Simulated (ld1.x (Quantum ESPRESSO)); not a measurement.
## What one change does to a pseudopotential (indium, PAW)

- Element: indium (In)
- Generator: ld1.x (Quantum ESPRESSO) 7.5
- Type: PAW
- Functional: PBE
- Relativity: scalar-relativistic
- Frozen core: [Kr]
- Valence charge: 13
- Reference configuration: 4d10 5s2 5p1
- Partial waves: 5s (bound): rcut 1.75, rcutus 2.10 bohr; 5s channel at 0.25 Ry: rcut 1.75, rcutus 2.10 bohr; 5p (bound): rcut 1.85, rcutus 2.10 bohr; 5p channel at 1.05 Ry: rcut 1.85, rcutus 2.10 bohr; 4d (bound): rcut 1.00, rcutus 1.30 bohr; 4d channel at 2.6 Ry: rcut 1.00, rcutus 1.30 bohr
- Local potential: all-electron potential smoothed inside 1.10 bohr (lloc = -1)
- Core correction: Bessel-smoothed model core, default radius (core density twice the valence density)
- Augmentation charge: PSQ, inside the norm-conserving radii

All-electron outer shells of the reference configuration (PBE, scalar-relativistic, ld1.x):

```json
{"shell": "4s", "level (eV)": "-119.66", "outermost node (bohr)": "0.41", "outermost maximum (bohr)": "0.77"}
{"shell": "4p", "level (eV)": "-78.13", "outermost node (bohr)": "0.42", "outermost maximum (bohr)": "0.82"}
{"shell": "4d", "level (eV)": "-18.62", "outermost node (bohr)": "0.40", "outermost maximum (bohr)": "0.94"}
{"shell": "5s", "level (eV)": "-8.21", "outermost node (bohr)": "1.02", "outermost maximum (bohr)": "2.16"}
{"shell": "5p", "level (eV)": "-2.52", "outermost node (bohr)": "1.14", "outermost maximum (bohr)": "2.85"}
```

Change: reference 4d10 5s1 5p2.

Cutoffs: the cutoffs (Ry, on a coarse ladder) from which the occupation-weighted sum of valence levels, in a spherical-Bessel basis at the reference potential, stays within 10 and 1 mRy of its value at 400 Ry; they do not see the model core or the augmentation charge, which bear on the density cutoff. Errors are all-electron minus pseudo energies relative to the spin-unpolarised reference configuration.

**Question.** What does the change do?

**Answer.** The potential gets neither clearly harder nor softer (70 Ry and 120 Ry → 70 Ry and 120 Ry); both files keep a bound ghost (p, s).

| quantity | base | changed |
| --- | --- | --- |
| cutoff, loose | 70 Ry | 70 Ry |
| cutoff, tight | 120 Ry | 120 Ry |
| bound ghosts | s, p | s, p |
| largest error over its own tests, meV | -224 | -89 |
| s: phases at 2.29 bohr within 0.05 rad from the reference energy up to (Ry; the scan ends near 5) | 4.8 | 4.8 |
| p: phases at 2.29 bohr within 0.05 rad from the reference energy up to (Ry; the scan ends near 5) | to the end of the scan | to the end of the scan |
| d: phases at 2.29 bohr within 0.05 rad from the reference energy up to (Ry; the scan ends near 5) | 4.2 | to the end of the scan |
| lowest overlap eigenvalue by channel | s 0.22, p 0.61, d 0.78 | s 0.22, p 0.60, d 0.78 |

 A true bound ghost makes a file unfit for plane-wave use even where its test errors are small: the radial tests pick states by their node count and pass the ghost by.
